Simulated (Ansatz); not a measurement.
FHOS2W, SMILES [OH][W]([F])(=[S])=[S], multiplicity 1. Atoms are numbered in the order given.

```xyz
6

W     -0.0852    -0.2033     0.0000
S      0.2868     1.0114     1.7211
S      0.2868     1.0114    -1.7211
F     -1.8686    -0.7622     0.0000
O      1.1167    -1.6297     0.0000
H      2.0714    -1.7744     0.0000
```

Geometry: B3LYP-D3(BJ)/def2-SVP. The spin state was assumed, not searched. The def2 effective core potentials stand for the cores of W; spin–orbit coupling is left out. The values are those of a single conformer.

Two levels are set side by side: PBE-D3(BJ)/def2-SVP (Ansatz, a quantum-chemistry and plane-wave program) and B3LYP-D3(BJ)/def2-SVP (Ansatz). Each level has its own optimised geometry; the coordinates shown are those of the second. Differences are taken from unrounded values.

| quantity | B3LYP-D3(BJ) |
|---|---|
| mean bond length (Å) | 1.796 |
| bond W1–S2 (Å) | 2.139 |
| bond W1–S3 (Å) | 2.139 |
| bond W1–F4 (Å) | 1.869 |
| bond W1–O5 (Å) | 1.865 |
| bond O5–H6 (Å) | 0.966 |

Task: What does PBE-D3(BJ) give, and how far is it from B3LYP-D3(BJ)? (An estimate is asked for; the answer gives what the named calculation found.)

Result: 
```tsv
quantity	PBE-D3(BJ)	PBE-D3(BJ) minus B3LYP-D3(BJ)
mean bond length (Å)	1.803	0.007
bond W1–S2 (Å)	2.148	0.008
bond W1–S3 (Å)	2.148	0.008
bond W1–F4 (Å)	1.873	0.004
bond W1–O5 (Å)	1.872	0.007
bond O5–H6 (Å)	0.974	0.008
```

Exact exchange shortens and stiffens bonds; PBE has none. Differences between two approximate levels are no errors against the true value.
